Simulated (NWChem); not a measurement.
# vinylene carbonate (C3H2O3); SMILES O=c1occo1

All runs: NWChem. All runs use the structure optimised with PBE-D3(BJ)/def2-SVP.

Problem. Estimate the computed values for TPSS/cc-pVDZ. Quantities: highest occupied level (eV); orbital gap (eV); dipole (D).

Solution. 
* **highest occupied level (eV)**: -5.92
* **orbital gap (eV)**: 5.16
* **dipole (D)**: 4.17
